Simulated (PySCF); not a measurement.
AsF: from constants to spectrum

UHF-CCSD(T) constants of AsF, ³Σ⁻ (triplet), unpaired electrons π ↑↑ (basis As def2-TZVPPD, F def2-TZVPPD; no relativity; PySCF 2.14; masses 74.9216 and 18.9984 u):

- ωe: 685.5 cm⁻¹
- ωexe: 3.13 cm⁻¹
- Be: 0.36422 cm⁻¹
- αe: 0.00248 cm⁻¹
- D (centrifugal): 4.11e-07 cm⁻¹
- De to As + F: 4.02 eV

(1) Give the vibrational terms G(v) and spacings up to v = 6.

(2) How well does the Morse estimate ωe²/(4ωexe) reproduce De, and what is D0?

Correlated steps freeze 10 core orbitals. Spin–orbit coupling is left out. The state is the lowest determinant that a PBE0 search found; another state may lie lower at other levels.

Results:

(1) G(v) = ωe(v+½) − ωexe(v+½)².

| v | G(v) (cm⁻¹) | G(v) − G(v−1) | Bv (cm⁻¹) |
| --- | --- | --- | --- |
| 0 | 342 |  | 0.3630 |
| 1 | 1021 | 679 | 0.3605 |
| 2 | 1694 | 673 | 0.3580 |
| 3 | 2361 | 667 | 0.3555 |
| 4 | 3021 | 660 | 0.3531 |
| 5 | 3676 | 654 | 0.3506 |
| 6 | 4324 | 648 | 0.3481 |

(2) It gives 4.65 eV, 116 % of the computed De. D0 = De − G(0) = 4.02 − 0.04 = 3.98 eV.
